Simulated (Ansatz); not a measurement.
Relaxation of BrF₆HW (9 atoms, charge 0, multiplicity 1), to a largest force component of 0.03 eV/Å in at most 50 steps.

These are results of RKS PBE/def2-SVP in Ansatz, not measurements.

```xyz
9
Properties=species:S:1:pos:R:3:forces:R:3
W 0.341 0.348 -0.330 0.53 0.53 0.14
F -0.230 -0.331 2.601 -0.23 -0.32 0.20
F 1.897 0.112 -1.337 -0.01 0.02 0.00
F 0.073 1.886 -1.357 0.01 -0.01 0.01
F -1.287 0.690 0.494 -0.02 0.01 0.00
F 0.704 -1.297 0.448 0.01 0.02 0.01
F -0.603 -0.584 -1.647 -0.01 -0.01 0.00
Br 1.670 1.738 1.338 -0.44 -0.48 -0.52
H 0.182 0.298 3.150 0.16 0.24 0.17
```

Q: Where does it end, and by what steps?

A: The forces met the threshold. After 9 steps the energy has fallen by 0.157 eV; F2 moved furthest, 0.51 Å.

```tsv
step	energy less start (eV)	largest force component (eV/Å)	accepted
0	0.0000	0.533	yes
1	-0.0838	0.658	yes
2	-0.1373	0.623	yes
3	-0.1356	0.968	no
4	-0.1461	0.341	yes
5	-0.1492	0.569	yes
6	-0.1472	0.581	no
7	-0.1563	0.038	yes
8	-0.1563	0.074	no
9	-0.1566	0.024	yes
```

```xyz
9
Properties=species:S:1:pos:R:3
W 0.365 0.375 -0.441
F -0.346 -0.386 3.092
F 1.938 0.140 -1.418
F 0.073 1.946 -1.406
F -1.246 0.637 0.448
F 0.678 -1.239 0.423
F -0.566 -0.566 -1.761
Br 1.594 1.625 1.300
H 0.257 0.330 3.124
```

Whether the end is a true minimum wasn't checked by a vibrational analysis.

The run took 30 s on 4 threads of Arm Neoverse V1 (shared host), peak memory 0.24 GiB.
